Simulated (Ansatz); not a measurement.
## Which is lower?

Two relaxed structures of GaH2Te, doublet (PBE0-D4/def2-TZVP; forces vanish, vibrations not checked).

A:

```csv
atom,x (Å),y (Å),z (Å)
Ga1,-0.4846,-0.7901,0.6139
Te2,0.7406,0.9650,-0.7644
H3,0.4192,-1.8950,1.3296
H4,-0.6751,1.7202,-1.1792
```

B:

```xyz
4
angstrom
Ga -0.3983 -0.8381 0.7731
Te 0.5853 0.9067 -0.7162
H 0.5513 -1.9676 1.2884
H -1.9176 -0.7193 1.1206
```

Ansatz 0.2.0; basis: def2-TZVPP; cores frozen in the correlated methods; orbitals are unrestricted. Filled d shells of the heavier atoms are correlated. Core potentials replace the inner electrons of the atoms past krypton. The def2 sets are not built for correlating such inner shells, so the correlated values are less sure here. B3LYP uses VWN-RPA correlation.

Problem. Which structure is lower at CCSD(T), and by how much? (To be estimated.)

Solution. By the calculation: B, by 40.7 kJ/mol (electronic energy, against the other). By their contacts, A is GaH₂Te ([GaH][TeH]) and B is GaH₂Te ([GaH2][Te]).

All methods give the same order:

| method | E(B) − E(A) (kJ/mol) |
| --- | --- |
| PBE-D4 | -24.0 |
| r2SCAN-D4 | -33.6 |
| PBE0-D4 | -31.5 |
| B3LYP-D4 | -31.9 |
| wB97M-V | -41.5 |
| HF | -56.9 |
| MP2 | -38.7 |
| CCSD | -45.0 |
| CCSD(T) | -40.7 |

No T1 diagnostic of these runs exceeds 0.015. ⟨S²⟩ of the unrestricted Hartree–Fock references: 0.76 (a pure state has 0.75).

Labels in which every atom is bracketed show which atoms are joined, not bond orders.

For scale, one of the runs: CCSD(T)/def2-TZVPP, 126 basis functions, launched by `ansatz run in.yaml --threads 2 --pin off --events-out ev --progress --plain --max-ram 4352MiB`. Time: 77 s of wall clock on 2 CPU threads of an Arm Neoverse V1; the host was shared. Peak host memory: 1.6 GiB.
